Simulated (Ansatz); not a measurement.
Consider the redistribution: `C[B](C)[GeH3]` + `N[SiH2][SiH2][SiH3]` → `[SiH3][SiH2][SiH2][GeH3]` + `CB(C)N`.

Gas-phase electronic energies from Ansatz, PBE0-D4/def2-TZVP geometries. CCSD(T)/CBS is the MP2 limit (def2-TZVPP, def2-QZVPP) plus CCSD(T) − MP2 in def2-TZVPP, frozen cores. DFT in def2-TZVPP. For Ge outer-core shells are correlated without core-valence functions, which leaves a few kJ/mol of doubt a bond. Scalar relativity is left out up to krypton. Each species was taken in one conformer, which may not be the lowest.

Problem. Is it downhill or uphill in electronic energy at CCSD(T)/CBS, and by how much? (Estimate.)

Solution. Ansatz gave: Downhill: ΔE = -1.31 eV.

Problem. What do these levels give: PBE-D4, r2SCAN-D4, ωB97M-V, B2PLYP, PBE, r2SCAN, HF/def2-TZVPP, MP2/def2-TZVPP, CCSD/def2-TZVPP, HF/def2-QZVPP, SCS-MP2/def2-QZVPP, HF/CBS(def2)? (Best estimate.)

Solution. Ansatz gave: PBE-D4 -1.41, r2SCAN-D4 -1.36, ωB97M-V -1.33, B2PLYP -1.33, PBE -1.39, r2SCAN -1.36, HF/def2-TZVPP -1.24, MP2/def2-TZVPP -1.34, CCSD/def2-TZVPP -1.32, HF/def2-QZVPP -1.23, SCS-MP2/def2-QZVPP -1.28, HF/CBS(def2) -1.23 eV.

Largest T1 diagnostic among the species: 0.013.

In def2-TZVPP, CCSD(T) changes the Hartree–Fock value by −0.11 eV (the triples alone add −0.02 eV) and MP2 by −0.10 eV.
